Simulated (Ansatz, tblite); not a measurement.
Removing an electron: [MoS4]2- (MoS4²⁻). Total charge -2; singlet. Geometry: B3LYP-D4/def2-SVPD. Ansatz, gas phase; energy differences of separate SCF runs; the oxidised species was run as a doublet alone.

```
atom   x (Å)   y (Å)   z (Å)
 Mo1   0.000   0.000   0.000
  S2   0.926  -1.773  -0.950
  S3   0.882   0.306   2.008
  S4  -2.183  -0.322   0.193
  S5   0.375   1.789  -1.252
```

In the def2 sets Mo takes a core potential; there is no spin–orbit coupling. The xTB rows come from tblite. A multiply charged anion in the gas phase is held together partly by the finite basis. Removing one electron lowers the energy by 0.39 eV at PBE0-D4/def2-TZVPD, so it isn't bound. HOMO above LUMO, or a gap near zero within one spin, warns that the state may not be the lowest or that an electron is smeared out.

(1) Estimate orbital energies and vertical ionisation energies at: GFN1-xTB; GFN2-xTB; PBE-D4/def2-TZVPD; r2SCAN-D4/def2-TZVPD; PBE0-D4/def2-TZVPD.

## Answers

(1) 
```tsv
level	−HOMO (eV)	vertical IE (eV)	−LUMO (eV)	HOMO–LUMO gap (eV)	remarks
GFN1-xTB	0.45	3.11	-2.39	2.85	–
GFN2-xTB	2.25	4.60	0.00	2.25	–
PBE-D4/def2-TZVPD	-2.78	-0.59	-4.95	2.17	HOMO above zero (-2 singlet), gap within one spin near zero (-1 doublet)
r2SCAN-D4/def2-TZVPD	-2.59	-0.46	-4.99	2.41	HOMO above zero (-2 singlet)
PBE0-D4/def2-TZVPD	-1.84	-0.39	-5.54	3.71	HOMO above zero (-2 singlet)
```

Run but left out: HF/def2-SVPD, MP2/def2-SVPD, CCSD/def2-SVPD, CCSD(T)/def2-SVPD (charge -1 doublet: ⟨S²⟩ 1.97, where a pure state has 0.75).  A HOMO above zero means that the electron is unbound at that level or that self-interaction error raises the level; the energy of removing that electron tells which. Raw xTB energy differences between charge states are shifted by several eV; the methods need an empirical correction for them.
